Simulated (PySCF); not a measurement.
C3H6OS, SMILES C[C@@H]1OCS1. Atoms are numbered in the order given.

```xyz
11

C     -1.9300     0.3692     0.1314
C     -0.6847    -0.3800    -0.2462
O     -0.0193    -0.9409     0.8704
C      1.2592    -0.3877     0.6827
S      0.7693     0.6481    -0.7512
H     -2.3872     0.8295    -0.7576
H     -1.6962     1.1555     0.8626
H     -2.6592    -0.3284     0.5737
H     -0.8998    -1.1515    -1.0091
H      1.6024     0.1908     1.5574
H      2.0182    -1.1474     0.4224
```

Coordinates come from a PBE0-D3(BJ)/def2-SVP optimisation. The structure was generated by enumeration; whether it is a known compound was not checked.

These are PySCF with PBE/def2-TZVP values and carry that method's errors.

The molecule is in vacuum.

| Quantity | Result |
|---|---|
| total energy | -590.98415 hartree |
| highest occupied level | -5.30 eV |
| lowest empty level | -1.42 eV |
| orbital gap | 3.88 eV |
| dipole moment | 0.43 D |
| quadrupole, principal values (traceless, Buckingham form, about the centre of nuclear charge) | -6.64, -0.78, 7.43 D·Å |
| mean static polarisability | 58.5 bohr³ (8.67 Å³) |
| polarisability, principal values | 48.3, 57.7, 69.5 bohr³ |
